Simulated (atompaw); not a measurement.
## silicon: one change to a PAW (atompaw) potential, before and after

atompaw 4.2.0.5 input, output lines left out:

```
Si 14
GGA-PBE loggrid 1500 logderivrange -3 5 201
3 3 0 0 0 0
3 1 2
0 0 0
c
c
v
c
v
1
1.75 1.65 1.25 1.05
y
2
n
y
0.1
n
custom polynom2 7 10 vanderbiltortho besselshape
2 0.5 troulliermartins
1.75
1.70
1.75
1.75
```

All-electron outer shells of the reference configuration (PBE, non-relativistic, ld1.x):

```csv
shell,level (eV),outermost node (bohr),outermost maximum (bohr)
2p,-95.59,–,0.39
3s,-10.77,0.72,1.80
3p,-4.09,0.72,2.17
```

Change: wave 3p channel at 0.1 Ry: rc 1.75 bohr becomes 3p channel at 0.1 Ry: rc 0.92 bohr.

Cutoffs: the cutoffs (Ry, on a coarse ladder) from which the occupation-weighted sum of valence levels, in a spherical-Bessel basis at the reference potential, stays within 10 and 1 mRy of its value at 400 Ry; they do not see the model core or the augmentation charge, which bear on the density cutoff.

Question: What does the change do?

Answer: The potential gets neither clearly harder nor softer (8 Ry and 21 Ry → 8 Ry and 21 Ry); the bound ghosts move from p, s to s.

| quantity | base | changed |
| --- | --- | --- |
| cutoff, loose | 8 Ry | 8 Ry |
| cutoff, tight | 21 Ry | 21 Ry |
| bound ghosts | s, p | s |
| s: phases at 1.75 bohr within 0.05 rad from the reference energy up to (Ry; the scan ends near 5) | to the end of the scan | to the end of the scan |
| p: phases at 1.75 bohr within 0.05 rad from the reference energy up to (Ry; the scan ends near 5) | n/a | to the end of the scan |
| lowest overlap eigenvalue by channel | s 0.06, p 0.59 | s 0.06, p 0.04 |

 A true bound ghost makes a file unfit for plane-wave use even where its test errors are small: the radial tests pick states by their node count and pass the ghost by. The cutoffs see the waves, projectors and local potential, not the compensation charge or the core.
